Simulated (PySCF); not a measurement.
Löwdin shares of the frontier orbitals

Compound: Cu2 (singlet state).
Cartesian coordinates in Å at the PBE0-D3(BJ)/def2-TZVP level; atoms count from 1:
```xyz
2
Cu2 angstrom
Cu     1.145   -0.037    0.003
Cu    -1.138    0.007   -0.015
```

Computed, not measured: PySCF 2.14.0, density-fitted response routines, TDDFT CAM-B3LYP/aug-cc-pVTZ, vertical, gas phase, core orbitals frozen in the response. Isolated species at its PBE0-D3(BJ)/def2-TZVP geometry, gas phase.

Kohn–Sham orbitals with the atoms that hold most of them (Löwdin shares over 4%, at most four atoms):

```
orbital  ε (eV)             atoms
 HOMO-3   -8.26  Cu2 50%, Cu1 50%
 HOMO-2   -8.26  Cu2 50%, Cu1 50%
 HOMO-1   -8.16  Cu2 50%, Cu1 50%
   HOMO   -6.86  Cu2 50%, Cu1 50%
   LUMO   -1.42  Cu1 50%, Cu2 50%
 LUMO+1    0.02  Cu2 50%, Cu1 50%
 LUMO+2    0.02  Cu2 50%, Cu1 50%
```

Within 0.005 eV of a neighbour in this list lie HOMO-3/HOMO-2 and LUMO+1/LUMO+2 (point group found: D∞h).

How does S1 compare with the orbital gap of 5.44 eV?

S1 is at 2.75 eV (f = 0.0000), 2.69 eV below the gap, made of HOMO-1→LUMO (92%). Its leading pair isn't HOMO and LUMO; the energies of that pair differ by 6.74 eV. 

Give energy, strength and leading configuration of S1 and S4, and follow the Löwdin shares of the leading atoms from the occupied to the empty orbital.

- S1 (2.75 eV, f 0.0000), HOMO-1→LUMO (92%): Cu2 50% → 50%, Cu1 50% → 50%; the Löwdin share of copper is 100% in HOMO-1 and 100% in LUMO (metal-centred by this measure)
- S4 (2.86 eV, f 0.178), HOMO→LUMO (80%): Cu2 50% → 50%, Cu1 50% → 50%; the Löwdin share of copper is 100% in HOMO and 100% in LUMO

Orbitals of the list HOMO-3 to LUMO+2 that lie within 0.01 eV of each other are written together with a slash and their weights summed (≥ marks a lower bound); for degenerate orbitals outside that list single weights are arbitrary.
